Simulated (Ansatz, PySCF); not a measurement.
Molecule: C₄H₈, net charge 0, singlet state. 
Geometry from a B3LYP-D3(BJ)/def2-TZVP (Ansatz, a quantum-chemistry and plane-wave program) optimisation:
SMILES: C/C=C/C
```xyz
12

C     -1.9511     0.1325    -0.0440
C     -0.5069     0.2933     0.3131
C      0.5069    -0.2933    -0.3131
C      1.9511    -0.1325     0.0440
H     -2.0781    -0.5365    -0.8965
H     -2.4059     1.0950    -0.2963
H     -2.5235    -0.2738     0.7952
H     -0.2899     0.9466     1.1559
H      0.2899    -0.9466    -1.1559
H      2.0781     0.5365     0.8965
H      2.5235     0.2738    -0.7952
H      2.4059    -1.0950     0.2963
```

Quantity: vertical ionisation energy (to the doublet state of charge +1; each state is the SCF solution reached for its spin), in eV. Cores are frozen in the correlated levels unless marked. Open shells are spin-unrestricted. Spin-orbit coupling is left out. Non-relativistic. 

```csv
level,program,vertical ionisation energy (eV)
HF/aug-cc-pVDZ,Ansatz,7.87
HF/aug-cc-pVTZ,Ansatz,7.86
PBE/def2-TZVPD,Ansatz,9.03
r2SCAN/def2-TZVPD,Ansatz,8.97
B3LYP/def2-TZVPD,Ansatz,9.11
PBE0/def2-TZVPD,Ansatz,9.07
BHLYP/def2-TZVPD,Ansatz,8.94
CAM-B3LYP/def2-TZVPD,Ansatz,9.16
wB97M-V/def2-TZVPD,Ansatz,9.15
wB97X-V/def2-TZVPD,Ansatz,9.15
B2PLYP/def2-TZVPD,Ansatz,9.19
RI-MP2/aug-cc-pVTZ,Ansatz,9.55
CCSD/aug-cc-pVDZ,Ansatz,9.22
CCSD(T)/aug-cc-pVDZ,Ansatz,9.32
```

For comparison, minus the highest occupied orbital energy (PySCF): 9.34 eV at HF/def2-TZVPD, 5.94 eV at SVWN5/def2-TZVPD, 8.13 eV at M06-2X/def2-TZVPD.
